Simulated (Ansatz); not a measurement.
C28H26F4O3S, relaxed as a singlet with RKS PBE-D4/def2-SVP in Ansatz, starting from the GFN2-xTB geometry. Force threshold 0.03 eV/Å.

Single mean-field runs in def2-SVP are fitted with def2-universal-jkfit.

Start:

```xyz
62

O     0.087   -0.320   -1.127
S    -0.828   -0.866   -0.178
O    -1.947   -1.588   -0.674
O    -1.222    0.134    0.945
C     0.090   -2.052    0.946
F    -0.742   -2.294    1.976
F     1.147   -1.389    1.455
C     0.510   -3.354    0.248
F    -0.625   -4.075    0.048
F     1.250   -4.103    1.114
C     1.224   -3.117   -1.075
C     2.575   -2.385   -0.928
C     3.524   -3.270   -1.742
C     3.109   -3.204   -3.218
C     1.830   -4.065   -3.267
C     1.610   -4.426   -1.795
C     3.047   -4.662   -1.331
H     0.520   -2.539   -1.678
H     2.513   -1.361   -1.292
H     2.897   -2.364    0.113
H     4.575   -3.045   -1.571
H     2.922   -2.176   -3.527
H     3.890   -3.614   -3.858
H     0.981   -3.528   -3.686
H     1.985   -4.969   -3.857
H     0.901   -5.235   -1.632
H     3.138   -4.851   -0.265
H     3.535   -5.462   -1.885
C    -4.866    2.749   -1.089
C    -4.033    1.791   -1.642
C    -2.857    1.440   -1.002
C    -2.514    2.026    0.211
C    -1.231    1.598    0.901
C     0.014    2.084    0.186
C    -0.037    2.927   -0.915
C     1.133    3.313   -1.547
C     2.357    2.860   -1.090
C     2.413    2.037    0.022
C     1.249    1.662    0.664
C    -1.217    2.031    2.357
C    -0.620    3.229    2.732
C    -0.652    3.638    4.054
C    -1.269    2.852    5.013
C    -1.863    1.658    4.643
C    -1.845    1.252    3.320
C    -3.350    2.991    0.759
C    -4.517    3.353    0.107
H    -5.783    3.025   -1.587
H    -4.294    1.316   -2.574
H    -2.202    0.704   -1.442
H    -0.987    3.284   -1.283
H     1.082    3.969   -2.404
H     3.265    3.150   -1.597
H     3.364    1.687    0.393
H     1.292    1.031    1.538
H    -0.137    3.846    1.989
H    -0.191    4.572    4.335
H    -1.290    3.171    6.044
H    -2.347    1.040    5.384
H    -2.312    0.324    3.026
H    -3.093    3.463    1.695
H    -5.156    4.107    0.541
```

(1) Estimate the energy that the relaxation releases and the steps that it takes.

(2) Does the start keep its bonding and symmetry?

(3) Predict the relaxed structure.

## Answers

(1) 0.88 eV, in 41 steps; 3.9 min on 2 threads of AMD EPYC 7R13 on a shared host and a share (18 GiB) of an NVIDIA H100 80GB HBM3. The force fell under the threshold at step 32, but the optimiser went on and released 0.003 eV more. No frequencies were taken in this run, so the end may be a saddle point.

(2) By distances, no bond broke or formed. The bond that changes most is S2–O4, from 1.55 to 1.65 Å (atoms count from 1).

(3) 
```xyz
62

O     0.424   -0.158   -1.068
S    -0.432   -0.676    0.015
O    -1.737   -1.289   -0.263
O    -0.537    0.402    1.258
C     0.596   -1.906    1.044
F     0.038   -2.013    2.264
F     1.834   -1.376    1.174
C     0.671   -3.313    0.368
F    -0.544   -3.902    0.577
F     1.592   -4.016    1.110
C     1.013   -3.326   -1.112
C     2.429   -2.772   -1.468
C     3.021   -3.887   -2.356
C     2.221   -3.950   -3.679
C     0.865   -4.595   -3.243
C     1.035   -4.762   -1.716
C     2.526   -5.150   -1.619
H     0.211   -2.740   -1.603
H     2.369   -1.786   -1.967
H     3.044   -2.646   -0.556
H     4.116   -3.798   -2.496
H     2.093   -2.945   -4.131
H     2.744   -4.579   -4.428
H    -0.017   -3.974   -3.500
H     0.718   -5.585   -3.720
H     0.304   -5.448   -1.250
H     2.897   -5.228   -0.579
H     2.756   -6.092   -2.157
C    -4.259    1.690   -1.708
C    -2.964    1.886   -2.210
C    -1.872    1.971   -1.334
C    -2.066    1.869    0.058
C    -0.878    1.824    1.022
C     0.372    2.581    0.555
C     0.257    3.841   -0.064
C     1.401    4.578   -0.401
C     2.678    4.069   -0.122
C     2.798    2.816    0.500
C     1.656    2.080    0.840
C    -1.234    2.345    2.424
C    -1.786    3.634    2.558
C    -2.085    4.153    3.824
C    -1.836    3.390    4.977
C    -1.289    2.106    4.849
C    -0.989    1.583    3.581
C    -3.368    1.658    0.552
C    -4.457    1.571   -0.324
H    -5.115    1.621   -2.397
H    -2.797    1.967   -3.294
H    -0.858    2.095   -1.738
H    -0.736    4.251   -0.297
H     1.291    5.558   -0.889
H     3.576    4.645   -0.389
H     3.794    2.404    0.723
H     1.762    1.100    1.321
H    -1.995    4.236    1.662
H    -2.520    5.160    3.909
H    -2.070    3.798    5.972
H    -1.095    1.496    5.744
H    -0.573    0.572    3.486
H    -3.525    1.554    1.635
H    -5.468    1.405    0.078
```
Bond lengths: 31 × C–C 1.40 to 1.56 Å; 4 × C–F 1.35 to 1.38 Å; 3 × O–S 1.47 to 1.65 Å; 1 × C–S 1.91 Å; 1 × C–O 1.48 Å; 26 × C–H 1.10 to 1.11 Å.
